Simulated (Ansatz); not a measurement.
Ansatz (a first-principles code) input file for Si(H)(Me)3 (C3H10Si), SMILES C[SiH](C)C, PBE0-D3(BJ)/def2-SVP. 

Ansatz 0.2 input:
```yaml
crystal:
  periodic: [false, false, false]
  atoms:
    - {symbol: Si, position_ang: [0.04537409, 0.17289291, 0.35790867]}
    - {symbol: C, position_ang: [-0.92935870, 1.33812787, -0.78883548]}
    - {symbol: C, position_ang: [1.75666707, -0.17771478, -0.39814012]}
    - {symbol: C, position_ang: [-0.90667537, -1.46283707, 0.56107578]}
    - {symbol: H, position_ang: [0.21269721, 0.81079671, 1.67763352]}
    - {symbol: H, position_ang: [-1.07253983, 0.90140499, -1.77353502]}
    - {symbol: H, position_ang: [-1.91247626, 1.55877748, -0.38401074]}
    - {symbol: H, position_ang: [-0.41177393, 2.28325657, -0.92317027]}
    - {symbol: H, position_ang: [2.34150295, -0.83583896, 0.23746344]}
    - {symbol: H, position_ang: [1.67287149, -0.65343047, -1.37148302]}
    - {symbol: H, position_ang: [2.32467056, 0.73826233, -0.53058227]}
    - {symbol: H, position_ang: [-1.03383537, -1.97125137, -0.39079321]}
    - {symbol: H, position_ang: [-1.89594444, -1.29484176, 0.97618674]}
    - {symbol: H, position_ang: [-0.38420744, -2.14309244, 1.22696848]}
basis:
  gaussian:
    orbitals: def2-SVP
hamiltonian:
  xc: pbe0
  dispersion: d3bj
relax: {f_tol: 0.002, max_steps: 200}
```

Program output:

```
WARN ansatz: RAYON_NUM_THREADS=1 ignored (pool sized by the plan → 1); use --threads N
Functional definition: PBE0
integrals: 0.07 GiB planned
1214 factors; integrals over basis functions are off by at most 3.4e-4 eV
mean field: 0.45 GiB planned
mean field evaluation 1: about -11130.2235 eV, gradient 6.5e1 eV
mean field evaluation 2: about -11128.3341 eV, gradient 6.7e1 eV
mean field evaluation 4: about -11140.4291 eV, gradient 9.7e-1 eV
mean field evaluation 8: about -11140.4388 eV, gradient 9.0e-3 eV
mean field -11140.43880944 eV, -409.4035749861 hartree, gradient 5.1e-5 eV, S^2 0.000000; 0 other end points of the search recorded, 0 dependent functions left out
the calculation of the forces begins
reference -11140.43883852 eV, -409.4035760548 hartree; 21, 21 occupied and 89, 89 virtual orbitals, 1214 factors
relax step   1: F+E_penalty+E_count = -11140.67827621 eV  Δ(F+E_penalty+E_count) = +0.000e0 eV  max|allowed force component| = 9.261e-1 eV/Å  Δτ_max = 0.0000 Å  (22 SCF iters, accepted)
these checks for a lower state are left out or cut short: starts, cluster_reference, orbital_swaps, neighbouring_geometries, increment
integrals: 0.07 GiB planned
1214 factors; integrals over basis functions are off by at most 3.4e-4 eV
mean field: 0.45 GiB planned
mean field evaluation 16: about -11140.4920 eV, gradient 6.2e-2 eV
mean field -11140.49197335 eV, -409.4055287239 hartree, gradient 4.8e-5 eV, S^2 0.000000; 0 other end points of the search recorded, 0 dependent functions left out
the calculation of the forces begins
reference -11140.49200239 eV, -409.4055297912 hartree; 21, 21 occupied and 89, 89 virtual orbitals, 1214 factors
relax step   2: F+E_penalty+E_count = -11140.73200666 eV  Δ(F+E_penalty+E_count) = -5.373e-2 eV  max|allowed force component| = 2.699e-1 eV/Å  Δτ_max = 0.0261 Å  (23 SCF iters, accepted)
these checks for a lower state are left out or cut short: starts, cluster_reference, orbital_swaps, neighbouring_geometries, increment
integrals: 0.07 GiB planned
1214 factors; integrals over basis functions are off by at most 3.4e-4 eV
mean field: 0.45 GiB planned
mean field -11140.49127587 eV, -409.4055030921 hartree, gradient 4.8e-5 eV, S^2 0.000000; 0 other end points of the search recorded, 0 dependent functions left out
the calculation of the forces begins
reference -11140.49130472 eV, -409.4055041523 hartree; 21, 21 occupied and 89, 89 virtual orbitals, 1214 factors
relax step   3: F+E_penalty+E_count = -11140.73292144 eV  Δ(F+E_penalty+E_count) = -9.148e-4 eV  max|allowed force component| = 1.520e-1 eV/Å  Δτ_max = 0.0374 Å  (23 SCF iters, accepted)
these checks for a lower state are left out or cut short: starts, cluster_reference, orbital_swaps, neighbouring_geometries, increment
integrals: 0.07 GiB planned
1214 factors; integrals over basis functions are off by at most 3.4e-4 eV
mean field: 0.45 GiB planned
mean field -11140.49629031 eV, -409.4056873692 hartree, gradient 4.9e-5 eV, S^2 0.000000; 0 other end points of the search recorded, 0 dependent functions left out
the calculation of the forces begins
reference -11140.49631928 eV, -409.4056884340 hartree; 21, 21 occupied and 89, 89 virtual orbitals, 1214 factors
relax step   4: F+E_penalty+E_count = -11140.73697255 eV  Δ(F+E_penalty+E_count) = -4.051e-3 eV  max|allowed force component| = 1.500e-2 eV/Å  Δτ_max = 0.0264 Å  (22 SCF iters, accepted)
these checks for a lower state are left out or cut short: starts, cluster_reference, orbital_swaps, neighbouring_geometries, increment
integrals: 0.07 GiB planned
1214 factors; integrals over basis functions are off by at most 3.4e-4 eV
mean field: 0.45 GiB planned
mean field evaluation 32: about -11140.4965 eV, gradient 2.6e-4 eV
mean field -11140.49651021 eV, -409.4056954506 hartree, gradient 7.5e-6 eV, S^2 0.000000; 0 other end points of the search recorded, 0 dependent functions left out
the calculation of the forces begins
reference -11140.49653920 eV, -409.4056965158 hartree; 21, 21 occupied and 89, 89 virtual orbitals, 1214 factors
relax step   5: F+E_penalty+E_count = -11140.73707976 eV  Δ(F+E_penalty+E_count) = -1.072e-4 eV  max|allowed force component| = 3.387e-3 eV/Å  Δτ_max = 0.0078 Å  (20 SCF iters, accepted)
these checks for a lower state are left out or cut short: starts, cluster_reference, orbital_swaps, neighbouring_geometries, increment
integrals: 0.07 GiB planned
1214 factors; integrals over basis functions are off by at most 3.4e-4 eV
mean field: 0.45 GiB planned
mean field -11140.49652641 eV, -409.4056960459 hartree, gradient 1.9e-5 eV, S^2 0.000000; 0 other end points of the search recorded, 0 dependent functions left out
the calculation of the forces begins
reference -11140.49655540 eV, -409.4056971111 hartree; 21, 21 occupied and 89, 89 virtual orbitals, 1214 factors
relax step   6: F+E_penalty+E_count = -11140.73708340 eV  Δ(F+E_penalty+E_count) = -3.641e-6 eV  max|allowed force component| = 1.172e-3 eV/Å  Δτ_max = 0.0018 Å  (17 SCF iters, accepted)
integrals: 0.07 GiB planned
1214 factors; integrals over basis functions are off by at most 3.4e-4 eV
mean field: 0.45 GiB planned
mean field -11140.49652641 eV, -409.4056960459 hartree, gradient 1.9e-5 eV, S^2 0.000000; 1 other end points of the search recorded, 0 dependent functions left out
the calculation of the forces begins
reference -11140.49655540 eV, -409.4056971111 hartree; 21, 21 occupied and 89, 89 virtual orbitals, 1214 factors
Total energy: -11140.73711238 eV, -409.4145374173 hartree
Atom 0 at     0.041701     0.161171     0.332446 Å, force    -0.000054    -0.000387    -0.000736 eV/Å
Atom 1 at    -0.923156     1.327509    -0.786568 Å, force    -0.000199    -0.000193    -0.000748 eV/Å
Atom 2 at     1.745214    -0.176226    -0.393973 Å, force     0.000171    -0.000255    -0.000635 eV/Å
Atom 3 at    -0.900781    -1.452756     0.557048 Å, force    -0.000246    -0.000438    -0.000538 eV/Å
Atom 4 at     0.210535     0.811383     1.675006 Å, force     0.000103     0.000402     0.000834 eV/Å
Atom 5 at    -1.067191     0.882406    -1.784288 Å, force     0.000030     0.000724     0.000973 eV/Å
Atom 6 at    -1.917802     1.548205    -0.368552 Å, force    -0.000705    -0.000470    -0.000006 eV/Å
Atom 7 at    -0.392743     2.283778    -0.916864 Å, force     0.000663     0.000162    -0.000483 eV/Å
Atom 8 at     2.329908    -0.845477     0.256412 Å, force    -0.000091    -0.000827     0.000116 eV/Å
Atom 9 at     1.660853    -0.655066    -1.382865 Å, force     0.000385     0.000532     0.001068 eV/Å
Atom 10 at     2.316892     0.756774    -0.518304 Å, force    -0.000053     0.000582    -0.000539 eV/Å
Atom 11 at    -1.042962    -1.960555    -0.410543 Å, force    -0.000134     0.000419     0.001172 eV/Å
Atom 12 at    -1.895675    -1.275212     0.994576 Å, force    -0.000618     0.000260    -0.000270 eV/Å
Atom 13 at    -0.357822    -2.141422     1.223154 Å, force     0.000749    -0.000511    -0.000210 eV/Å
Dipole moment:    -0.014139    -0.054466    -0.112451 e Å
```

The run converged.

Cost: roughly 25 core-seconds.
